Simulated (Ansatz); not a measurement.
**A geometry optimisation of C4H12AlN with PBE-D3(BJ)/def2-SVP**

The starting geometry of this gas-phase singlet was optimised with GFN2-xTB; its bonds are those of `CCC[N](C)[AlH2]`.

```yaml
atoms:
  - { symbol: C, position_ang: [0.1743, 0.2780, -0.3995] }
  - { symbol: C, position_ang: [1.2279, -0.3450, 0.5035] }
  - { symbol: C, position_ang: [0.8666, -0.1200, 1.9779] }
  - { symbol: C, position_ang: [-0.1236, -2.1873, 2.8051] }
  - { symbol: Al, position_ang: [-1.8569, 0.1036, 2.0651] }
  - { symbol: N, position_ang: [-0.3483, -0.8178, 2.3764] }
  - { symbol: H, position_ang: [0.3604, 0.0521, -1.4468] }
  - { symbol: H, position_ang: [-0.8184, -0.1096, -0.1335] }
  - { symbol: H, position_ang: [0.1546, 1.3598, -0.2718] }
  - { symbol: H, position_ang: [2.2034, 0.1008, 0.2995] }
  - { symbol: H, position_ang: [1.2980, -1.4157, 0.3050] }
  - { symbol: H, position_ang: [0.6932, 0.9558, 2.1212] }
  - { symbol: H, position_ang: [1.7027, -0.4195, 2.6207] }
  - { symbol: H, position_ang: [-1.0867, -2.6388, 3.0449] }
  - { symbol: H, position_ang: [0.5128, -2.2207, 3.6980] }
  - { symbol: H, position_ang: [0.3529, -2.7898, 2.0249] }
  - { symbol: H, position_ang: [-3.1233, -0.5320, 1.4538] }
  - { symbol: H, position_ang: [-1.8871, 1.5928, 2.4690] }
```

Task: Predict what becomes of its bonds when it is optimised with PBE-D3(BJ)/def2-SVP.

Result: It keeps its bonds, and is `CCC[N](C)[AlH2]`.

The energy falls by 0.39 eV over 15 steps:

```csv
step,E − E(last) (eV)
1,0.394
3,0.135
4,0.102
6,0.036
7,0.017
9,0.004
10,0.004
12,0.000
13,0.000
15,0.000
```

Final geometry (Å):

```xyz
18

C     0.3947    0.0656   -0.5319
C     1.3623   -0.2793    0.5987
C     0.7989    0.0076    2.0042
C    -0.3003   -2.1315    2.4544
Al   -2.0115    0.1701    2.5363
N    -0.4417   -0.6901    2.3300
H     0.8466   -0.1160   -1.5276
H    -0.5304   -0.5436   -0.4686
H     0.0906    1.1333   -0.4900
H     2.3022    0.3039    0.4901
H     1.6655   -1.3466    0.5255
H     0.6161    1.1013    2.0947
H     1.5820   -0.2446    2.7609
H    -1.2598   -2.5909    2.7676
H     0.4704   -2.4033    3.2152
H     0.0026   -2.6211    1.4994
H    -3.2904   -0.7284    2.8698
H    -1.9952    1.7601    2.3847
```

No frequencies were run, so the end isn't proven a minimum. Run with Ansatz 0.2.0, 20 s on 4 threads of Arm Neoverse V2, on a shared host.
